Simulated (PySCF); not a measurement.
Continuum solvent and chemical shifts

Bonds (- single, = double, # triple, : aromatic): C1-O2, O2-C3, C3=O4, C3-C5, C5-C6, C5-O7, O7-C8, C5-C9, C9-F10, C9-F11, C9-F12. C1 carries H13, H14, H15; C6 carries H16, H17, H18; C8 carries H19, H20, H21. Stereochemistry as in COC(=O)[C@](C)(OC)C(F)(F)F.

GIAO PBE0/pcSseg-1 in PySCF 2.14.0 with density-fitted response routines on one PBE0-D3(BJ)/def2-SVP conformer, non-relativistic, equivalent nuclei averaged. Solvents enter as an IEF-PCM continuum (chloroform with ε = 4.7, tetrahydrofuran with ε = 7.4) around the gas-phase geometry. Shifts are referred to TMS, CFCl3 computed in the same medium.

In chloroform, δ in ppm: C3 176.3, C9 130.7, C5 81.3, C8 55.5, C1 53.7, C6 24.2, F10/F11/F12 -81.9, H13/H14/H15 3.84, H19/H20/H21 3.65, H16/H17/H18 1.54. Dipole moment 2.13 D.

**Question.** How does each δ change in the more polar medium?

**Answer.** 
```tsv
atoms	environment	Δδ, tetrahydrofuran
C3	ester carbonyl carbon	+0.3
C9	CF3 carbon	+0.1
C5	fully substituted sp3 carbon bonded to O, α to a carbonyl	+0.2
C8	methyl carbon bonded to O	+0.1
C1	methyl carbon bonded to O	+0.2
C6	methyl carbon	+0.1
F10/F11/F12	fluorine of a CF3 group	+0.3
H13/H14/H15	hydrogen on a methyl carbon bonded to O	+0.02
H19/H20/H21	hydrogen on a methyl carbon bonded to O	+0.01
H16/H17/H18	hydrogen on a methyl carbon	+0.01
```

Changes are relative to chloroform. The dipole moment becomes 2.17 D in tetrahydrofuran.

**Question.** Which nuclei move most (in ppm), and what does the model miss?

**Answer.** C3 (ester carbonyl carbon, +0.3 ppm) and F10/F11/F12 (fluorine of a CF3 group, +0.3 ppm) in tetrahydrofuran. A continuum only polarises the solute; specific hydrogen bonds, the anisotropy of aromatic solvents and changes of geometry or conformer are outside it.
